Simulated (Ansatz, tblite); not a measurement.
Forces on the cluster ZnCl₃⁻ at its PBE-D4/def2-SVPD geometry. The state is a singlet with charge -1.

The xTB rows come from tblite. The structure comes from a short search, and lower isomers may exist.

GFN1-xTB (tblite), largest force 0.52 eV/Å:

```xyz
4
positions Å, forces eV/Å
Zn    0.000    0.000    0.000    0.000    0.000    0.000
Cl    1.137    1.637    1.025   -0.262   -0.377   -0.236
Cl    0.841   -2.077   -0.065   -0.194    0.478    0.015
Cl   -1.978    0.440   -0.959    0.455   -0.101    0.221
```

GFN2-xTB (tblite), largest force 0.03 eV/Å:

```
Zn 0.000 0.000 0.000
Cl 0.013 0.018 0.011
Cl 0.009 -0.023 -0.001
Cl -0.022 0.005 -0.011
```

PBE0-D4/def2-TZVPD (Ansatz), largest force 0.33 eV/Å:

```
Zn 0.000 0.000 0.000
Cl -0.169 -0.243 -0.152
Cl -0.125 0.309 0.010
Cl 0.294 -0.066 0.143
```
